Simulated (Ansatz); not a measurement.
```yaml
crystal:
  periodic: [false, false, false]
  atoms:
    - {symbol: Cs, position_ang: [-2.040083, -0.915130, 0.537783]}
    - {symbol: Cs, position_ang: [2.039945, 0.915788, -0.537198]}
    - {symbol: Cl, position_ang: [0.981425, -1.229904, 1.630164]}
    - {symbol: Cl, position_ang: [-0.981277, 1.229246, -1.630749]}
basis:
  gaussian: {orbitals: def2-TZVPP}
total_charge: -1
magnetization: {spin_polarized: false, initial_magnetization: 1}
hamiltonian: {xc: {name: HF}}
correlation: {method: rpa}
scf: {omitted_lower_state_checks: [starts]}
```

```sh
$ ansatz run in.yaml --threads 4 --pin off --events-out ev --progress --plain --max-ram 3916MiB
```

Output, abridged:

```
Functional definition: HF
934 factors; integrals over basis functions are off by at most 1.2e-3 eV
mean field evaluation 1: about -26094.0691 eV, gradient 7.7e0 eV
mean field evaluation 2: about -26094.1020 eV, gradient 7.7e0 eV
mean field evaluation 4: about -26094.5170 eV, gradient 6.0e-1 eV
mean field evaluation 8: about -26094.5231 eV, gradient 1.8e-1 eV
mean field evaluation 16: about -26094.5256 eV, gradient 8.5e-3 eV
mean field evaluation 32: about -26094.5381 eV, gradient 1.2e-1 eV
a density is far from that of the atoms, so the factors are made again for it
973 factors; integrals over basis functions are off by at most 4.6e-4 eV
mean field evaluation 64: about -26094.5257 eV, gradient 3.6e-4 eV
mean field -26094.56551236 eV, -958.9575950474 hartree, gradient 8.6e-6 eV, S^2 0.750000; 2 other end points of the search recorded, 0 dependent functions left out
mean field evaluation 96: about -26094.5659 eV, gradient 4.4e-4 eV
mean field evaluation 128: about -26093.9075 eV, gradient 2.6e-1 eV
mean field evaluation 160: about -26094.5271 eV, gradient 1.7e-1 eV
10 core orbitals not correlated: weight in the atoms' cores, before any rotation towards them, 1.000 or more for the frozen orbitals, at most 0.000 for the correlated occupied ones
reference -26094.56551236 eV, -958.9575950474 hartree; 17, 16 occupied and 129, 130 virtual orbitals, 973 factors
Total energy: -26116.41245281 eV, -959.7604553004 hartree
Checks for a lower state left out: starts
```

It took 14 s on 4 threads of Arm Neoverse V2 on a shared host.

In the def2 sets Cs takes a core potential; there is no spin–orbit coupling. Correlated methods freeze 10 core orbitals; core or outer-core shells of Cs are correlated, in sets that lack core-valence functions. The highest occupied level of an anion often lies above zero with these methods, and sets without diffuse functions describe the outer electron poorly.

With spin_polarized false and unpaired electrons the run is restricted open-shell.
